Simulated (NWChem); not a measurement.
# AlSiH₄O₃Cl; SMILES [OH][Al]([OH])[O][SiH2]Cl

```xyz
10

Si    -0.2966    -1.4686    -0.8871
Cl     0.2639    -2.4956     0.8247
O      0.0298     0.1184    -0.6971
Al     0.0158     1.6562     0.0242
O     -1.4406     2.2324     0.6586
O      1.4076     2.6149     0.0830
H     -1.7509    -1.7058    -1.0854
H      0.5006    -2.0187    -2.0144
H     -1.5338     3.0906     1.0746
H      2.2717     2.3650    -0.2461
```
Atoms are numbered in this order, from 1.

Program: NWChem. Medium grid unless said otherwise, to which SCAN and Minnesota functionals are sensitive. The geometry was optimised at PBE0/def2-SVP.

Question: Estimate the computed values for M06-L/def2-SVP. Quantities: highest occupied level (eV); orbital gap (eV); dipole (D).

Answer: 
```
Property                     Result
---------------------------  ------
highest occupied level (eV)   -7.44
orbital gap (eV)               6.88
dipole (D)                     2.16
```
